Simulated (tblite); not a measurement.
Species: C5H5F5.
Z-matrix (Å and degrees, GFN2-xTB geometry), rows numbered from 1:
```
F 
C   1  1.3366
F   2  1.3360  1  107.13
F   2  1.3285  1  107.78  3   115.66
C   2  1.5524  1  110.65  3  -120.51
F   5  1.3541  2  107.62  1  -178.91
F   5  1.3604  2  107.46  1   -65.37
C   5  1.5056  2  111.72  1    57.10
C   8  1.5015  5  119.11  2    85.35
C   9  1.4938  8   60.21  5   108.45
H   8  1.0824  5  111.63  2   -60.50
H   9  1.0792  8  117.70 10  -108.51
H   9  1.0782  8  117.33 10   109.43
H  10  1.0788  8  117.64  9   108.35
H  10  1.0782  8  117.37  9  -109.42
```

All values are computed: GFN2-xTB (tblite) harmonic vibrations without scaling, gas phase. Errors from tens to a few hundred cm⁻¹ against measured bands are possible. One conformer, not necessarily the lowest.

Harmonic wavenumbers (cm⁻¹): 38.9, 57.1, 131.5, 173.7, 210.6, 241.7, 320.2, 333.7, 362.9, 431.1, 469.2, 526.6, 556.4, 621.7, 718.8, 797.5, 855.4, 936.0, 999.5, 1011.1, 1027.0, 1069.2, 1079.7, 1083.7, 1085.5, 1099.8, 1116.2, 1144.7, 1179.2, 1204.3, 1241.3, 1370.7, 1428.3, 1481.8, 3071.8, 3103.7, 3106.2, 3113.1, 3129.4.

A = 2085, B = 1105, C = 992.1 MHz; mass 160.031 u (most abundant isotopes); point group C1, symmetry number 1.

**Question.** Zero-point energy?

**Answer.** ½Σν̃ = 20965 cm⁻¹ = 59.94 kcal/mol.

**Question.** Give the ideal-gas entropy at 500 K and 1 bar in the rigid-rotor, harmonic-oscillator model (classical rotation).

**Answer.** Translation 43.71, rotation 30.87, vibration 46.24: S = 120.8 cal/(mol K).

**Question.** And Cp and H(500 K) − H(0)?

**Answer.** Cp = 52.19 cal/(mol K), of which vibrations give 44.24 (their classical limit is 39 R = 77.5); H(500 K) − H(0) = 15.73 kcal/mol without the zero-point energy, 11.75 from vibrations.

**Question.** What must be added to the electronic energy to get the Gibbs energy at 500 K and 1 bar?

**Answer.** ZPE + [H(500 K) − H(0)] − T·S = 59.94 + 15.73 − 60.42 = 15.25 kcal/mol.

**Question.** Blend soft modes into free rotors: weight 1/[1 + (100 cm⁻¹/ν̃)⁴] for the oscillator and the rest for a rotor with moment μB/(μ + B), μ = h/(8π²ν), B = 10⁻⁴⁴ kg m². What vibrational entropy results?

**Answer.** 42.47 cal/(mol K) in place of 46.24, which changes −T·S at 500 K by +1.88 kcal/mol.

**Question.** Which modes carry the vibrational entropy at 500 K?

**Answer.** 38.9 cm⁻¹: 6.34; 57.1 cm⁻¹: 5.58; 131.5 cm⁻¹: 3.93; 173.7 cm⁻¹: 3.39; 210.6 cm⁻¹: 3.01; 241.7 cm⁻¹: 2.75 cal/(mol K); the other 33 give 21.25 together.

**Question.** How do the functions run with temperature in this model?

**Answer.** 
| T (K) | S (cal/(mol K)) | Cp (cal/(mol K)) | H − H(0) (kcal/mol) | G − H(0) (kcal/mol) | ln q(vib) |
| --- | --- | --- | --- | --- | --- |
| 50 | 59.7 | 12.7 | 0.50 | -2.48 | 0.64 |
| 100 | 70.0 | 17.7 | 1.26 | -5.74 | 1.78 |
| 298.15 | 98.0 | 36.6 | 6.66 | -22.54 | 6.58 |
| 373.15 | 106.9 | 43.1 | 9.65 | -30.23 | 8.40 |
| 750 | 144.3 | 63.4 | 30.32 | -77.94 | 17.14 |
| 1000 | 163.5 | 69.8 | 47.03 | -116.50 | 22.32 |

q(vib) and H(0) count from the zero-point level.

Hindered rotation and anharmonicity are outside this model. Other conformers, if any are populated, would add a mixing term that is left out. The structure is chiral; the term R ln 2 for an equal mix with its mirror image is left out.
